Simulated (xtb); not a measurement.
xtb input (GFN2-xTB):

```bash
xtb mol.xyz --gfn 2 --sp --chrg 1 --uhf 0
```
mol.xyz:
```
3

La     1.00962381     0.08757299    -0.02854715
I     -0.75828555     1.91921352    -1.56982251
I     -0.32753628    -2.01339579     1.60052416
```

Output:

```
           -------------------------------------------------
          |                Calculation Setup                |
           -------------------------------------------------

           -------------------------------------------------
          |                 G F N 2 - x T B                 |
           -------------------------------------------------

        Reference                      10.1021/acs.jctc.8b01176
      * Hamiltonian:
        H0-scaling (s, p, d)           1.850000    2.230000    2.230000
        zeta-weighting                 0.500000
      * Dispersion:
        s8                             2.700000
        a1                             0.520000
        a2                             5.000000
        s9                             5.000000
      * Repulsion:
        kExp                           1.500000    1.000000
        rExp                           1.000000
      * Coulomb:
        alpha                          2.000000
        third order                    shell-resolved
        anisotropic                    true
        a3                             3.000000
        a5                             4.000000
        cn-shift                       1.200000
        cn-exp                         4.000000
        max-rad                        5.000000

          ...................................................
          :                      SETUP                      :
          :.................................................:
          :  # basis functions                  30          :
          :  # atomic orbitals                  27          :
          :  # shells                            9          :
          :  # electrons                        16          :
          :  max. iterations                   250          :
          :  Hamiltonian                  GFN2-xTB          :
          :  restarted?                      false          :
          :  GBSA solvation                  false          :
          :  PC potential                    false          :
          :  electronic temp.          300.0000000     K    :
          :  accuracy                    1.0000000          :
          :  -> integral cutoff          0.2500000E+02      :
          :  -> integral neglect         0.1000000E-07      :
          :  -> SCF convergence          0.1000000E-05 Eh   :
          :  -> wf. convergence          0.1000000E-03 e    :
          :  Broyden damping             0.4000000          :
          :  net charge                          1          :
          :  unpaired electrons                  0          :
          ...................................................

 iter      E             dE          RMSdq      gap      omega  full diag
   1     12.5124302  0.125124E+02  0.849E+01    3.91       0.0  T
   2     -6.2252085 -0.187376E+02  0.572E+01   13.48       1.0  T
   3     -6.8050046 -0.579796E+00  0.309E+01   11.43       1.0  T
   4     -7.4461478 -0.641143E+00  0.224E+01    8.27       1.0  T
   5     -7.1574454  0.288702E+00  0.255E+01   10.23       1.0  T
   6     -7.6712519 -0.513806E+00  0.191E+01    7.13       1.0  T
   7     -7.8263724 -0.155121E+00  0.170E+01    6.11       1.0  T
   8     -7.9324675 -0.106095E+00  0.155E+01    5.51       1.0  T
   9     -8.5092159 -0.576748E+00  0.785E+00    0.94       1.0  T
  10     -8.5092082  0.765632E-05  0.784E+00    0.94       1.0  T
  11     -8.4863374  0.228708E-01  0.941E+00    0.51       1.0  T
  12     -8.4547296  0.316079E-01  0.106E+01    0.34       1.0  T
  13     -8.4187240  0.360056E-01  0.990E+00    0.25       1.0  T
  14     -7.7418824  0.676842E+00  0.175E+01    0.02       1.0  T
  15     -8.4992987 -0.757416E+00  0.648E+00    0.71       1.0  T
  16     -8.5092667 -0.996800E-02  0.192E+00    1.40       1.0  T
  17     -8.5104796 -0.121287E-02  0.262E+00    1.26       1.0  T
  18     -8.5053497  0.512989E-02  0.199E+00    0.83       1.0  T
  19     -8.5029047  0.244502E-02  0.204E+00    0.77       1.0  T
  20     -8.5073096 -0.440494E-02  0.171E+00    0.90       1.0  T
  21     -8.5083350 -0.102541E-02  0.166E+00    0.94       1.0  T
  22     -8.5084662 -0.131209E-03  0.167E+00    0.95       1.0  T
  23     -8.5084601  0.608286E-05  0.167E+00    0.95       1.0  T
  24     -8.5090889 -0.628741E-03  0.136E+00    0.97       1.0  T
  25     -8.5099021 -0.813225E-03  0.984E-01    1.02       1.0  T
  26     -8.5103437 -0.441551E-03  0.725E-01    1.06       1.0  T
  27     -8.5105486 -0.204927E-03  0.560E-01    1.08       1.0  T
  28     -8.5106461 -0.974816E-04  0.447E-01    1.10       1.0  T
  29     -8.5106916 -0.455354E-04  0.362E-01    1.11       1.0  T
  30     -8.5107048 -0.132404E-04  0.300E-01    1.12       1.0  T
  31     -8.5106909  0.138956E-04  0.271E-01    1.11       1.0  T
  32     -8.5106577  0.332293E-04  0.276E-01    1.10       1.0  T
  33     -8.5106516  0.608013E-05  0.256E-01    1.10       1.0  T
  34     -8.5107237 -0.721012E-04  0.124E-01    1.13       1.0  T
  35     -8.5107459 -0.221347E-04  0.403E-02    1.14       1.4  T
  36     -8.5107482 -0.236432E-05  0.779E-03    1.15       7.4  T
  37     -8.5107483 -0.648085E-07  0.145E-03    1.15      39.8  T
  38     -8.5107483 -0.348957E-08  0.313E-04    1.15     184.3  T
  39     -8.5107483 -0.265215E-09  0.127E-04    1.15     456.2  T

   *** convergence criteria satisfied after 39 iterations ***

         #    Occupation            Energy/Eh            Energy/eV
      -------------------------------------------------------------
         1        2.0000           -0.9889535             -26.9108
         2        2.0000           -0.9807719             -26.6882
         3        2.0000           -0.7746070             -21.0781
         4        2.0000           -0.6463787             -17.5889
         5        2.0000           -0.6364737             -17.3193
         6        2.0000           -0.6304307             -17.1549
         7        2.0000           -0.6193535             -16.8535
         8        2.0000           -0.6181152             -16.8198 (HOMO)
         9                         -0.5759492             -15.6724 (LUMO)
        10                         -0.5723425             -15.5742
        11                         -0.5697158             -15.5028
        12                         -0.5617984             -15.2873
        13                         -0.5613901             -15.2762
       ...                                ...                  ...
        27                          0.8052707              21.9125
      -------------------------------------------------------------
                  HL-Gap            0.0421660 Eh            1.1474 eV
             Fermi-level           -0.5969297 Eh          -16.2433 eV

 SCC (total)                   0 d,  0 h,  0 min,  0.007 sec
 SCC setup                      ...        0 min,  0.000 sec (  0.898%)
 Dispersion                     ...        0 min,  0.000 sec (  0.280%)
 classical contributions        ...        0 min,  0.000 sec (  0.139%)
 integral evaluation            ...        0 min,  0.001 sec ( 10.215%)
 iterations                     ...        0 min,  0.005 sec ( 74.738%)
 molecular gradient             ...        0 min,  0.001 sec ( 12.864%)
 printout                       ...        0 min,  0.000 sec (  0.752%)

         :::::::::::::::::::::::::::::::::::::::::::::::::::::
         ::                     SUMMARY                     ::
         :::::::::::::::::::::::::::::::::::::::::::::::::::::
         :: total energy              -8.499764097344 Eh    ::
         :: gradient norm              0.006857585737 Eh/a0 ::
         :: HOMO-LUMO gap              1.147395810038 eV    ::
         ::.................................................::
         :: SCC energy                -8.510748299381 Eh    ::
         :: -> isotropic ES            0.093700295852 Eh    ::
         :: -> anisotropic ES          0.007912958460 Eh    ::
         :: -> anisotropic XC         -0.033597848946 Eh    ::
         :: -> dispersion             -0.003328634866 Eh    ::
         :: repulsion energy           0.010984202037 Eh    ::
         :: add. restraining           0.000000000000 Eh    ::
         :: total charge               1.000000000114 e     ::
         :::::::::::::::::::::::::::::::::::::::::::::::::::::

           -------------------------------------------------
          |                Property Printout                |
           -------------------------------------------------

    * Orbital Energies and Occupations

         #    Occupation            Energy/Eh            Energy/eV
      -------------------------------------------------------------
         1        2.0000           -0.9889535             -26.9108
         2        2.0000           -0.9807719             -26.6882
         3        2.0000           -0.7746070             -21.0781
         4        2.0000           -0.6463787             -17.5889
         5        2.0000           -0.6364737             -17.3193
         6        2.0000           -0.6304307             -17.1549
         7        2.0000           -0.6193535             -16.8535
         8        2.0000           -0.6181152             -16.8198 (HOMO)
         9                         -0.5759492             -15.6724 (LUMO)
        10                         -0.5723425             -15.5742
        11                         -0.5697158             -15.5028
        12                         -0.5617984             -15.2873
        13                         -0.5613901             -15.2762
        14                         -0.5132016             -13.9649
        15                         -0.2288603              -6.2276
        16                         -0.2149851              -5.8500
        17                         -0.2132529              -5.8029
        18                         -0.2040818              -5.5533
        19                         -0.1989441              -5.4135
       ...                                ...                  ...
        27                          0.8052707              21.9125
      -------------------------------------------------------------
                  HL-Gap            0.0421660 Eh            1.1474 eV
             Fermi-level           -0.5969297 Eh          -16.2433 eV

     #   Z          covCN         q      C6AA      α(0)
     1  57 La       1.530     0.735  1819.986   162.165
     2  53 I        0.765     0.133   361.772    32.836
     3  53 I        0.765     0.133   361.772    32.836

 Mol. C6AA /au·bohr⁶  :       6122.996263
 Mol. C8AA /au·bohr⁸  :    1053746.829723
 Mol. α(0) /au        :        227.837433

Wiberg/Mayer (AO) data.
largest (>0.10) Wiberg bond orders for each atom

 ---------------------------------------------------------------------------
     #   Z sym  total        # sym  WBO       # sym  WBO       # sym  WBO
 ---------------------------------------------------------------------------
     1  57 La   2.386 --     2 I    1.193     3 I    1.193
     2  53 I    1.571 --     1 La   1.193     3 I    0.378
     3  53 I    1.571 --     1 La   1.193     2 I    0.378
 ---------------------------------------------------------------------------

Topologies differ in total number of bonds
Writing topology from bond orders to xtbtopo.mol

molecular dipole:
                 x           y           z       tot (Debye)
 q only:        1.129       0.098      -0.032
   full:        3.262       0.283      -0.092       8.325
molecular quadrupole (traceless):
                xx          xy          yy          xz          yz          zz
 q only:       -0.038      -0.218       0.996       0.360      -4.442      -0.958
  q+dip:        8.105       1.323      -5.223      -0.790       5.478      -2.882
   full:        9.746       1.778      -7.139      -1.264      10.489      -2.607

           -------------------------------------------------
Note: The following floating-point exceptions are signalling: IEEE_DENORMAL
normal termination of xtb
          | TOTAL ENERGY               -8.499764097344 Eh   |
          | GRADIENT NORM               0.006857585737 Eh/α |
          | HOMO-LUMO GAP               1.147395810038 eV   |
           -------------------------------------------------

------------------------------------------------------------------------
------------------------------------------------------------------------
 total:
 SCF:
```

This state (charge 1, singlet) is run at the relaxed geometry of the species with charge 0 and multiplicity 2.
